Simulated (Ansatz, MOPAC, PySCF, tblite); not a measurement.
Energy landscape of H2Ge, singlet: symmetric bend, bond length relaxed. Scanned: H-Ge-H angle. Other coordinates (Ge-H bond length) were minimised at B3LYP/def2-TZVP.

Computed with: PM7, restricted, heats of formation (MOPAC); GFN2-xTB, 300 K electronic temperature (tblite); RHF/LANL2DZ = restricted Hartree-Fock/LANL2DZ, with its core potentials past Ne in PySCF; FCI/def2-SVP = full CI/def2-SVP, cores with 3d frozen (Ansatz, a quantum-chemistry and plane-wave program).

Energies relative to the lowest point of each profile, in kJ/mol; the last columns give the difference from FCI:

```csv
a / °,PM7,GFN2-xTB,RHF/LANL2DZ,FCI/def2-SVP,PM7 − FCI/def2-SVP,GFN2-xTB − FCI/def2-SVP,RHF/LANL2DZ − FCI/def2-SVP
160.73,—,—,0.0,234.0,—,—,-234.0
148.91,39.0,163.2,26.1,171.3,-132.2,-8.0,-145.2
142.04,33.0,133.0,39.5,136.0,-103.0,-3.0,-96.5
127.54,14.4,78.8,74.4,72.1,-57.7,6.7,2.3
119.23,5.6,52.7,100.5,43.5,-37.9,9.2,57.0
110.37,0.0,29.6,134.2,20.4,-20.4,9.2,113.8
97.68,1.4,6.7,195.1,1.9,-0.4,4.9,193.3
89.58,9.1,0.0,243.8,0.0,9.1,0.0,243.8
80.48,24.2,1.8,310.1,7.9,16.3,-6.1,302.2
70.11,49.2,19.2,405.0,29.8,19.4,-10.6,375.2
60,77.8,57.0,523.7,63.5,14.4,-6.4,460.3
```

PM7 is furthest from FCI/def2-SVP at 148.91 (-132.2 kJ/mol, below); its mean absolute difference over the points is 41.1 kJ/mol.

GFN2-xTB is furthest from FCI/def2-SVP at 70.11 (-10.6 kJ/mol, below); its mean absolute difference over the points is 6.4 kJ/mol.

RHF/LANL2DZ is furthest from FCI/def2-SVP at 60 (460.3 kJ/mol, above); its mean absolute difference over the points is 202.1 kJ/mol.

A dash means that the run gave no value there, or that the column was ended at a point which the program doubted or which failed a test of continuity chosen for this set; such a test can also cut sound points.

The scan ran from 180.0 to 60.0; beyond the range shown the relaxed coordinates jump or full CI changes its symmetry label.
